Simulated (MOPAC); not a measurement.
MOPAC input (PM3):

```
PM3 FORCE THERMO(298,298) PRECISE LET UHF MS=0.5 GEO-OK AUX(PRECISION=9) THREADS=1
NO2

N     0.01254271 1   -0.00493197 1   -0.29679131 1
O     1.05600613 1    0.29238929 1    0.16916953 1
O    -1.06692661 1   -0.28809978 1    0.08908164 1
```

Output:

```
 *******************************************************************************
 **                                                                           **
 **                              MOPAC v23.2.5                                **
 **                                                                           **
 *******************************************************************************
 ** MOPAC's Digital Object Identifier: https://doi.org/10.5281/zenodo.6511958 **
 **                                                                           **
 ** Please cite the open-source release paper for use of this MOPAC version:  **
 ** J. E. Moussa and J. J. P. Stewart (2026)                                  **
 ** MOPAC: An open-source semiempirical molecular orbital program             **
 ** J. Open Source Softw., 11(119), 8025, https://doi.org/10.21105/joss.08025 **
 *******************************************************************************

                              PM3 CALCULATION RESULTS

 *******************************************************************************
 *  PM3        - The PM3 Hamiltonian to be used
 *  GEO-OK     - OVERRIDE INTERATOMIC DISTANCE AND OTHER SAFETY CHECKS
 *  UHF        - UNRESTRICTED HARTREE-FOCK CALCULATION
 *  MS=        - IN MECI, MAGNETIC COMPONENT OF SPIN =  0.5
 *  LET        - OVERRIDE SOME SAFETY CHECKS
 *  PRECISE    - TIGHTER CRITERIA TO BE USED
 *  FORCE      - FORCE CALCULATION SPECIFIED
 *  AUX        - OUTPUT AUXILIARY INFORMATION
 *  THERMO     - THERMODYNAMIC QUANTITIES TO BE CALCULATED
 *******************************************************************************
PM3 FORCE THERMO(298,298) PRECISE LET UHF MS=0.5 GEO-OK AUX(PRECISION=9) THREADS=1
 NO2

   ATOM   CHEMICAL          X               Y               Z
  NUMBER   SYMBOL      (ANGSTROMS)     (ANGSTROMS)     (ANGSTROMS)

     1       N          0.01254271  *  -0.00493197  *  -0.29679131  *
     2       O          1.05600613  *   0.29238929  *   0.16916953  *
     3       O         -1.06692661  *  -0.28809978  *   0.08908164  *

          CARTESIAN COORDINATES

    NO.       ATOM           X           Y           Z

     1         N          0.0125     -0.0049     -0.2968
     2         O          1.0560      0.2924      0.1692
     3         O         -1.0669     -0.2881      0.0891

  N: (PM3): J. J. P. STEWART, J. COMP. CHEM. 10, 209 (1989).
  O: (PM3): J. J. P. STEWART, J. COMP. CHEM. 10, 209 (1989).

           Empirical Formula: N O2  =     3 atoms

      MOLECULAR POINT GROUP   :   C2v

          UHF CALCULATION, NO. OF ALPHA ELECTRONS =    9
                           NO. OF BETA  ELECTRONS =    8

          HEAT OF FORMATION =      -1.892255 KCALS/MOLE

          CARTESIAN COORDINATE DERIVATIVES

   NUMBER  ATOM         X            Y            Z

     1       N      0.000369    -0.000409     0.000000
     2       O      0.000586    -0.000196     0.000000
     3       O     -0.000954     0.000605     0.000000

 DIPOLE           X         Y         Z       TOTAL
 POINT-CHG.    -0.607    -1.567     0.000     1.680
 HYBRID         0.181     0.467    -0.000     0.501
 SUM           -0.426    -1.099     0.000     1.179

          GRADIENT NORM =   0.00140

          MOLECULAR WEIGHT =   46.01

          ROTATIONAL CONSTANTS IN CM(-1)

          A =    9.51901687   B =    0.43447111   C =    0.41550639

           PRINCIPAL MOMENTS OF INERTIA IN UNITS OF 10**(-40)*GRAM-CM**2

          A =        2.9407   B =       64.4295   C =       67.3702

          ORIENTATION OF MOLECULE IN FORCE CALCULATION

    NO.       ATOM         X         Y         Z

     1          N      -0.1071   -0.2765    0.0000
     2          O       1.0737   -0.2765    0.0000
     3          O      -0.9800    0.5186   -0.0000

    FIRST DERIVATIVES WILL BE USED IN THE CALCULATION OF SECOND DERIVATIVES

    FOR POINT-GROUP C2v  THERE ARE   4 UNIQUE SYMMETRY FUNCTIONS.


(To convert to Hartree/Bohr^2, multiply by (10^(-21) x N x a0^2)/(4.184 x 627.51) =  0.0642)

           FORCE MATRIX IN MILLIDYNES/ANGSTROM

                  N  1       O  2       O  3
 ------------------------------------------
     N    1  25.288959
     O    2  14.667474  16.696196
     O    3  14.667719   2.718286  16.696196

          HEAT OF FORMATION =      -1.892255 KCALS/MOLE

          ZERO POINT ENERGY       6.154 KCAL/MOL

           NORMAL COORDINATE ANALYSIS (Total motion = 1 Angstrom)

   Root No.       1         2         3

                 1 A1      2 A1      1 B2

                 570.0    1624.3    2110.1

           1    0.1472   -0.1081    0.4810
           2    0.3802   -0.2791   -0.1862
           3   -0.0000    0.0000    0.0000
           4    0.1560    0.3503   -0.2421
           5   -0.2518    0.0049    0.0000
           6    0.0000   -0.0000    0.0000
           7   -0.2849   -0.2557   -0.1790
           8   -0.0811    0.2395    0.1630
           9    0.0000   -0.0000   -0.0000

           MASS-WEIGHTED COORDINATE ANALYSIS (NORMAL COORDINATES)

   Root No.       1         2         3

                 1 A1      2 A1      1 B2

                 570.0    1624.3    2110.1

           1    0.2431   -0.1777    0.7606
           2    0.6279   -0.4589   -0.2945
           3   -0.0000    0.0000    0.0000
           4    0.2754    0.6155   -0.4092
           5   -0.4444    0.0086    0.0000
           6    0.0000   -0.0000    0.0000
           7   -0.5028   -0.4492   -0.3025
           8   -0.1431    0.4208    0.2755
           9    0.0000   -0.0000   -0.0000

          DESCRIPTION OF VIBRATIONS

 VIBRATION          1    1A1         ATOM PAIR     ENERGY CONTRIBUTION    RADIAL
 FREQUENCY           570.02         N 1 -- O 2         +50.0% ( 96.2%)      0.1%
 TRANSITION DIPOLE   2.0955         N 1 -- O 3         +50.0% ( 96.2%)      0.1%
 TRAVEL (Ang.)       0.1498
 REDUCED MASS        5.2694
 EFFECTIVE MASS     15.1386
 FORCE CONSTANT      1.0088

 VIBRATION          2    2A1         ATOM PAIR     ENERGY CONTRIBUTION    RADIAL
 FREQUENCY          1624.32         N 1 -- O 2         +50.0% ( 70.4%)     74.2%
 TRANSITION DIPOLE   1.0354         N 1 -- O 3         +50.0% ( 70.4%)     74.2%
 TRAVEL (Ang.)       0.0876
 REDUCED MASS        5.4157
 EFFECTIVE MASS     15.5056
 FORCE CONSTANT      8.4188

 VIBRATION          3    1B2         ATOM PAIR     ENERGY CONTRIBUTION    RADIAL
 FREQUENCY          2110.14         N 1 -- O 3         +50.0% ( 85.5%)     94.0%
 TRANSITION DIPOLE   9.5248         N 1 -- O 2         +50.0% ( 85.5%)     94.0%
 TRAVEL (Ang.)       0.0671
 REDUCED MASS        7.0943
 EFFECTIVE MASS     14.6592
 FORCE CONSTANT     18.6116

      SYMMETRY NUMBER FOR POINT-GROUP C2v =  2

          SYSTEM IS A GROUND STATE

 NO2

          MOLECULE IS NOT LINEAR

          THERE ARE  3 GENUINE VIBRATIONS IN THIS SYSTEM
          THIS THERMODYNAMICS CALCULATION IS LIMITED TO
          MOLECULES WHICH HAVE NO INTERNAL ROTATIONS

                    CALCULATED THERMODYNAMIC PROPERTIES
                                          *
   TEMP. (K)   PARTITION FUNCTION   H.O.F.    ENTHALPY  HEAT CAPACITY ENTROPY
                                   KCAL/MOL   CAL/MOLE    CAL/K/MOL  CAL/K/MOL

 298.00  VIB.     0.1069D+01                   113.1019     1.1513     0.5114
         ROT.     0.2015D+04                   888.2803     2.9808    18.1004
         INT.     0.2153D+04                  1001.3822     4.1321    18.6118
         TRA.     0.3017D+27                  1480.4672     4.9680    37.4014
         TOT.                       -1.892    2481.8494     9.1001    56.0132

   *: NOTE: HEATS OF FORMATION ARE RELATIVE TO THE
            ELEMENTS IN THEIR STANDARD STATE AT 298K
              (=  Standard Enthalpy of Formation).

            Hvib:  Zero-point energy is not included.
                   frequencies of less than zero cm-1 are not included.
            Hrot = (3/2)RT
            Htra = (3/2)RT + pV = (5/2)RT

            Heat capacity is Cp, not Cv

          For more information, see: HTTP://OpenMOPAC.net/Manual/thermochemistry.html

           FORCE CONSTANT IN CARTESIAN COORDINATES (Millidynes/A)

    ATOM   CHEMICAL       X               Y               Z
   NUMBER   SYMBOL  FORCE CONSTANT  FORCE CONSTANT  FORCE CONSTANT

      1       N       22.101717        8.829234        0.001820
      2       O       16.682027        0.606929       -0.001199
      3       O        9.633547        7.655409       -0.001199

 **********************
 *                    *
 * JOB ENDED NORMALLY *
 *                    *
 **********************

 == MOPAC DONE ==
```
